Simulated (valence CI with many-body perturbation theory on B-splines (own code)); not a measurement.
# Ba²²⁺: what each term of the Hamiltonian does

Calculated by valence CI with perturbative core correlation (CI+MBPT): six valence electrons over a frozen Dirac-Fock core [Ar] 3d10, radial functions for each j: 9 s, 9 p, 8 d, 6 f, 3 g, 1 h, with the one-electron correlation potential Σ1, the two-electron term Σ2, the three-electron term Σ3, Breit, model QED; selected CI, second order for the rest, scaled by the run's own slope (own B-spline code, finite nucleus).

No measured levels were compared; by estimate levels hold to about 250 cm⁻¹ or 0.2 % of their energy and the worst to 1 %, as in measured heavy ions of charge 2 to 7; those with d or f electrons hold less well. Among the levels kept, up to 940 cm⁻¹ of a level comes from second order outside the variational space, and about a tenth of that is noise between levels of different J, which matters for small intervals.

Each rung adds one term. CI alone is the Dirac-Coulomb CI over the frozen core; QED comes last and gives the full result, which names the levels. Energies are above (4s^2 4p1/2^2 4p3/2^2) J=2 on the same rung, in cm⁻¹.

Levels are named by their leading jj configuration (3d3/2^4 stands for four electrons in 3d with j = 3/2), which in mixed levels can hold well under half, so a name can repeat and another be missing. Letters in brackets count levels of one name in rising energy.

| Level | CI alone | + Σ1 | + Σ2 | + Σ3 | + Breit | Full |
| --- | --- | --- | --- | --- | --- | --- |
| (4s^2 4p1/2^2 4p3/2^2) J=0 | 43307 | 43363 | 42697 | 42493 | 42566 | 42550 |
| (4s^2 4p1/2 4p3/2^3) J=1 | 150156 | 151116 | 151895 | 151955 | 149991 | 150262 |
| (4s^2 4p1/2 4p3/2^3) J=2 | 175310 | 176282 | 176640 | 176577 | 174500 | 174757 |
| (4s^2 4p3/2^4) J=0 | 346218 | 348142 | 348923 | 348780 | 344860 | 345349 |
| (4s 4p1/2^2 4p3/2^3) J=2 | 598961 | 599726 | 600687 | 601133 | 600651 | 598426 |
| (4s 4p1/2^2 4p3/2^3) J=1 | 646305 | 647055 | 647056 | 647461 | 646763 | 644754 |
| (4s^2 4p1/2^2 4p3/2 4d3/2) J=2 | 730119 | 729802 | 729633 | 730055 | 728626 | 728266 |
| (4s^2 4p1/2^2 4p3/2 4d3/2) J=0 | 733053 | 733168 | 733547 | 734063 | 732530 | 731912 |
| (4s^2 4p1/2^2 4p3/2 4d3/2) J=3 | 739777 | 739530 | 739373 | 739803 | 738082 | 737754 |
| (4s^2 4p1/2^2 4p3/2 4d3/2) J=1 | 755309 | 755291 | 754355 | 754737 | 753118 | 752599 |
| (4s 4p1/2 4p3/2^4) J=0 | 758139 | 759394 | 760557 | 760961 | 758851 | 757221 |
| (4s^2 4p1/2^2 4p3/2 4d5/2) J=4 | 766554 | 766580 | 766281 | 766747 | 764264 | 764011 |
| (4s^2 4p1/2^2 4p3/2 4d5/2) J=2 | 790126 | 790275 | 789164 | 789592 | 787146 | 786837 |
| (4s 4p1/2 4p3/2^4) J=1 | 799495 | 800910 | 800737 | 801151 | 798543 | 796986 |
| (4s^2 4p1/2^2 4p3/2 4d5/2) J=3 | 824363 | 824465 | 822908 | 823112 | 820702 | 820457 |
| (4s^2 4p1/2^2 4p3/2 4d5/2) J=1 | 849455 | 849732 | 848671 | 848822 | 846161 | 845944 |
| (4s^2 4p1/2 4p3/2^2 4d3/2) J=2 [a] | 863171 | 863728 | 864252 | 864807 | 861478 | 861370 |
| (4s^2 4p1/2 4p3/2^2 4d3/2) J=0 | 867457 | 868080 | 868492 | 869087 | 865711 | 865590 |
| (4s^2 4p1/2 4p3/2^2 4d3/2) J=1 [a] | 878871 | 879388 | 878010 | 878285 | 875352 | 875056 |

Question: How does the ionisation energy move along the ladder, and which term matters most?

Answer: CI alone 717.66, + Σ1 718.91, + Σ2 719.07, + Σ3 718.75, + Breit 718.38, + QED 718.37 eV. The largest step is Σ1, 1.25 eV. NIST lists 717 ± 4 eV (theoretical).
